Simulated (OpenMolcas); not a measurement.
Levels of Rh⁴⁺ by method

| Quantity | Value |
| --- | --- |
| Program | OpenMolcas |
| Basis | ANO-RCC-VQZP [8s7p5d3f2g1h] |
| Scalar Hamiltonian | DKH2, point nucleus |
| Active space | 5 electrons in 5 orbitals (4d) |
| State averaging | 2S+1 = 6 even, 1 root; 2S+1 = 4 even, 24 roots; 2S+1 = 2 even, 75 roots |
| Spin-orbit coupling | RASSI with atomic mean-field integrals over the reference wave functions, term energies averaged over their components |

Methods on the same reference wave functions:
A. CASSCF
B. SS-CASPT2, IPEA 0.25 Eh, imaginary shift 0.1 Eh (closed shells correlated: 4s 4p)
C. MS-CASPT2, IPEA 0.25 Eh, imaginary shift 0.1 Eh (closed shells correlated: 4s 4p)

Energies in cm⁻¹ above 4d⁵ ⁶S_5/2.

```tsv
Level	A	B	C
4d⁵ ⁶S_5/2	0.0	0.0	0.0
4d⁵ ⁴G_5/2	30305	26050	26050
4d⁵ ⁴G_7/2	30610	26410	26410
4d⁵ ⁴G_11/2	30693	26520	26520
4d⁵ ⁴G_9/2	30789	26620	26620
4d⁵ ⁴P_5/2 [53 %]	34031	28630	28630
4d⁵ ⁴P_3/2 [57 %]	34638	29240	29240
4d⁵ ⁴P_1/2 [68 %]	35446	30190	30190
4d⁵ ⁴D_7/2	37573	31480	31480
4d⁵ ⁴D_1/2 [69 %]	38518	32690	32690
4d⁵ ⁴D_5/2 [57 %]	39070	33310	33310
4d⁵ ⁴D_3/2 [56 %]	39107	33400	33400
4d⁵ ²I_11/2	43632	38620	38620
4d⁵ ²I_13/2	44287	39350	39350
4d⁵ ²D_3/2(1) [55 %]	49070	42010	42010
4d⁵ ⁴F_7/2 [55 %]	50274	43020	43020
4d⁵ ⁴F_9/2	50330	43030	43030
4d⁵ ⁴F_5/2	51198	43980	43980
4d⁵ ²F_7/2(1) [60 %]	52035	45250	45250
4d⁵ ⁴F_3/2 [55 %]	52720	45600	45600
4d⁵ ²H_11/2	55362	49250	49250
4d⁵ ²G_7/2(1)	55699	48050	48050
4d⁵ ²F_5/2(2) [73 %]	59542	50960	50960
4d⁵ ²F_7/2(2)	59691	50980	50980
```

Between B and C no level of the table moves by more than 5 cm-1.

From A to B the spin-free energies of the other terms of 4d⁵ shown, above ⁶S, scale by factors of 0.84 to 0.89, as is usual when dynamic correlation screens the repulsion within a d or f shell.

The lowest spin-free term lies below A's lowest term by 0.416 hartree in B, 0.416 hartree in C.

CASPT2 does not keep the components of a term degenerate, so their means are used; among the terms shown or strongly mixed into the levels shown the widest spread is 780 cm-1 (4d⁵ ⁴F, C). Without dynamic correlation excited terms often stand tens of per cent too high (terms of higher spin than the ground term too low), and those without a measured partner can miss by more than the paired ones (holds for A). Blocks of more than 70 roots (2S+1 = 2 even) ran without multistate coupling (holds for C). The CASPT2 spread within a term exceeds the gap to the next term for 4d⁵ ²D(1) and 4d⁵ ⁴F, so the order of their levels is uncertain, and so are names and mixing where such terms share a J (holds for C). Levels of configurations outside the active space are missing. The table leaves out levels that lie high or whose names do not pair safely across all columns.

A share in square brackets marks a mixed level and gives the weight of the term that names it, the lowest over the columns. A number in round brackets counts repeated terms of one configuration in the order of the reference energies.
